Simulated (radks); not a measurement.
Values are calculated unless marked as measured or tabulated.
Pt3+, 75 electrons, occupied as [Xe] 4f13 5d6 6s1 6p1 (not the ground configuration). Code: a radial shooting solver on a logarithmic mesh with Libxc functionals. Model: Dirac Kohn-Sham, LDA (Slater exchange, Perdew-Wang correlation), spin-unpolarised, spherical densities, finite nucleus; open shells fill j = l - 1/2 first; Fermi nuclear charge, rms radius 5.427 fm.

Radial electron density D(r) = 4 pi r^2 rho(r):

| r (bohr) | D(r) (e/bohr) |
|---|---|
| 0.001845 | 24.02 |
| 0.0025 | 35.76 |
| 0.003361 | 50.88 |
| 0.004555 | 69.66 |
| 0.006173 | 89.42 |
| 0.0083 | 105.2 |
| 0.01125 | 112.5 |
| 0.01524 | 108.4 |
| 0.0205 | 100.5 |
| 0.02778 | 103.9 |
| 0.03765 | 126.0 |
| 0.05062 | 144.3 |
| 0.0686 | 132.1 |
| 0.09297 | 113.4 |
| 0.125 | 127.9 |
| 0.1694 | 126.9 |
| 0.2296 | 82.49 |
| 0.3087 | 76.84 |
| 0.4183 | 83.03 |
| 0.5669 | 49.10 |
| 0.7684 | 25.57 |
| 1.033 | 18.03 |
| 1.4 | 9.507 |
| 1.897 | 3.857 |
| 2.551 | 1.476 |
| 3.457 | 0.3580 |
| 4.686 | 0.03552 |
| 6.3 | 0.001104 |

D(r) has 4 maxima, at r = 0.0116, 0.0527, 0.147, 0.380 bohr, and minima at 0.0227, 0.0945, 0.272 bohr, inside which lie 2.03, 11.07, 30.01 electrons.
